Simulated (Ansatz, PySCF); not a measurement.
Gas-phase reaction (SMILES): N[SiH2]N + [SiH4] (SiH4) -> 2 N[SiH3]; bond separation energy.

Geometries: B3LYP-D3(BJ)/def2-TZVP minima from Ansatz (a program for electronic structure), one conformer each, not searched for the lowest. Valence correlation only, unless marked. Spin-orbit coupling is left out. Non-relativistic. CBS marks a two-point X^-3 extrapolation of the correlation energy; Hartree-Fock from the larger set. Thermal terms are rigid-rotor harmonic-oscillator values from B3LYP-D3(BJ) frequencies (Ansatz or PySCF) at 298.15 K and 1 atm. 1 Eh = 627.5095 kcal/mol.

```tsv
species	E, CCSD(T)/CBS(cc-pV(T+d)Z,cc-pV(Q+d)Z) (Ansatz) (Eh)	E, wB97M-V/def2-TZVPD (Ansatz) (Eh)	H - E (Eh)
N[SiH2]N	-402.14213	-402.64803	0.07538
N[SiH3]	-346.79605	-347.24258	0.05540
[SiH4] (SiH4)	-291.45815	-291.84546	0.03520
```

**Question.** Work out ΔE and ΔH at 298.15 K at the first level, then ΔH at the second.

**Answer.** 
1. ΔE = [2×(-346.79605)] - [(-402.14213) + (-291.45815)] = 0.00818 Eh = 5.1 kcal/mol at CCSD(T)/CBS(cc-pV(T+d)Z,cc-pV(Q+d)Z).
2. The terms H - E add up to 0.00022 Eh, so ΔH = (0.00818 + (0.00022))×627.5095 = 5.3 kcal/mol.
3. At wB97M-V/def2-TZVPD the same steps give ΔE = 5.2 and ΔH = 5.4 kcal/mol, a shift of +0.1 from the first level.
4. These values are not checked against measurement here, since the tables used lack a sound gas-phase enthalpy of formation for at least one species.
